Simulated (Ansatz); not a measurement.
```xyz
9

C     0.8657    0.0000    0.0000
C    -0.4329    0.7497    0.0000
C    -0.4329   -0.7497    0.0000
H     1.4622    0.0000    0.9165
H     1.4622    0.0000   -0.9165
H    -0.7311    1.2663   -0.9165
H    -0.7311    1.2663    0.9165
H    -0.7311   -1.2663    0.9165
H    -0.7311   -1.2663   -0.9165
```

Basis set: def2-TZVP (spherical functions). Frozen core: 3 orbitals. Charge 0, multiplicity 1.

Computed with Ansatz (development build ahead of 0.2.0); each method stands on the lowest determinant of its kind that the runs found. Restricted open shells among the atoms or ions are ROHF, correlated in semicanonical orbitals with singles.

The atomization energy at this shape (free ground-state atoms in the same class of orbitals less the molecule, no zero-point energy) of singlet C₃H₆:

| method | atomization energy |
| --- | --- |
| RHF-MP2 | 3483.3 kJ/mol |

Problem. What does RHF give?

Solution. 2729.5 kJ/mol.
